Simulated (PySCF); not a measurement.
Calcium: a sound run and one with changed settings

Sound run: Ca [Ar] 4s2, Ca⁺ [Ar] 4s1. All numbers are calculated (PySCF 2.14, scalar relativity by spin-free X2C-1e, in aug-cc-pVDZ-X2C (6s5p3d, 36 functions)). The sound run starts from symmetry-adapted Hartree-Fock orbitals and uses a fine grid where one is needed.

A second run was set up differently.

```json
{"species": "Ca", "method": "UHF", "sound run (hartree)": "-679.62922", "changed run (hartree)": "-679.62922", "converged": "yes"}
{"species": "Ca", "method": "TPSS", "sound run (hartree)": "-680.46433", "changed run (hartree)": "-680.39652", "converged": "yes"}
{"species": "Ca", "method": "M06-2X", "sound run (hartree)": "-680.47443", "changed run (hartree)": "-680.83799", "converged": "yes"}
{"species": "Ca⁺", "method": "UHF", "sound run (hartree)": "-679.44009", "changed run (hartree)": "-679.44009", "converged": "yes"}
{"species": "Ca⁺", "method": "TPSS", "sound run (hartree)": "-680.24289", "changed run (hartree)": "-680.16266", "converged": "yes"}
{"species": "Ca⁺", "method": "M06-2X", "sound run (hartree)": "-680.24255", "changed run (hartree)": "-680.62145", "converged": "yes"}
```

Ionisation energy of Ca:

```
method  sound run (eV)  changed run (eV)
   UHF           5.147             5.147
  TPSS           6.026             6.364
M06-2X           6.310             5.892
```

(1) What was changed?
A. minimal basis
B. radial grid too coarse
C. a valence shell is frozen
D. level shift left on

## Answers

(1) B. It used radial step 0.8 in ln r (0.13 in the sound run). A coarse radial grid mis-integrates the density and the exchange-correlation energy, with errors of either sign; Hartree-Fock needs no grid.
